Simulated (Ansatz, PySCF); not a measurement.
Spectroscopic constants of YN, closed-shell singlet (lowest of 2S+1 = 1, 3, 5, 7 at CCSD(T)/def2-TZVPP on PBE0 minima; our sources give no spin for the ground state, which may be another). No spin–orbit coupling. The T1 diagnostic near the minimum is 0.063, so single-reference values are doubtful.

Constants: fifth-degree fit in 1/R to seven points, most abundant isotopes. Runs in def2 and cc sets follow the lowest solution found near the PBE0 minimum. The singlet is held restricted.

Rows in 3-21G, LANL2DZ carry no dispersion term and start afresh at each structure; the Pople sets are all-electron and without relativity. LANL2DZ brings its own core potentials from Na on.

Programs: Ansatz (a program for electronic structure) with Gaussian orbitals; PySCF for 3-21G rows, LANL2DZ rows. Each number belongs to the level named beside it. In def2 rows elements past Kr take small-core potentials, without spin–orbit coupling.

Q: What bond length and harmonic frequency does HF/3-21G give?

A: r_e = 1.719 Å, ω_e = 1070 cm⁻¹.

Q: What bond length and harmonic frequency does BP86/LANL2DZ give?

A: r_e = 1.844 Å, ω_e = 808 cm⁻¹.

Q: What bond length and harmonic frequency does PBE0/def2-TZVPP give?

A: r_e = 1.768 Å, ω_e = 866 cm⁻¹.
